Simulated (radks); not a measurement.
The numbers below are computed, except where a source is named.
Question: Code: a radial shooting solver on a logarithmic mesh with Libxc functionals. Model: non-relativistic Kohn-Sham, TPSS, spin-polarised, spherical densities, point nucleus; open shells are filled with parallel spins first; meta-GGA in the generalised Kohn-Sham scheme. Each species is in its NIST ground configuration. Rank O, C, Ne, F, N by radius at which the density is 0.001 e/bohr^3 (bohr), largest first.

Answer: C 3.62, N 3.40, O 3.26, F 3.11, Ne 2.96.
